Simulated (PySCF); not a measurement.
Input file for PySCF: R-B3LYP/3-21G on H2O (SMILES O).

```python
from pyscf import gto, scf, dft, mp
from pyscf.data.elements import chemcore

mol = gto.M(
    atom='''
    O    -0.20334475    0.36879315    3.33454902
    H    -0.57861807    0.39414759    2.43657248
    H    -0.30254400   -0.54208215    3.62688621
    ''',
    basis='3-21g',
    charge=0, spin=0, verbose=3, max_memory=1800)
mf = dft.RKS(mol, xc='b3lyp')
mf.conv_tol = 1e-8
mf.max_cycle = 100
mf.kernel()
if not mf.converged:
    mf = mf.newton().run(mf.mo_coeff, mf.mo_occ)
```

The log:

```
converged SCF energy = -75.9726065812709
```

Self-consistency was reached.

Cost: around 0.5 core-seconds (rough).
